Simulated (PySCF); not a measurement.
Vertical excitations of a molecule C₃H₇NSi from TDDFT-ωB97X/def2-SVPD in PySCF, as energy in eV (oscillator strength): 4.47 (0.000), 6.02 (0.001), 6.39 (0.315), 6.77 (0.002), 6.94 (0.005), 7.00 (0.013), 7.18 (0.003), 7.37 (0.429), 7.52 (0.000), 7.77 (0.104). Lowest triplet (TDA): 4.17 eV. The structure is a stationary point at ωB97X-D3(BJ)/def2-SVP. Other conformers were not sampled.

Task: Which molecule gave these data?
(A) C=C=CN[SiH3]
(B) C[Si@@H]1C=NC1
(C) CC#C[SiH2]N
(D) NCC#C[SiH3]

Result: A, C=C=CN[SiH3]
